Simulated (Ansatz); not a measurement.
Species: H2FIn, SMILES `[F][InH2]` (charge 0, multiplicity 1).

Question: Give a relaxed geometry from B3LYP-D3(BJ)/def2-TZVP run with Ansatz (an electronic-structure program).

Answer: the end point of this relaxation (outside a Z-matrix the atoms follow the SMILES, hydrogens last).
Bonded distances (Å): F1–In2 1.976, In2–H3 1.707, In2–H4 1.707. Angles (°): F1–In2–H3 110.0, F1–In2–H4 110.0, H3–In2–H4 140.0.
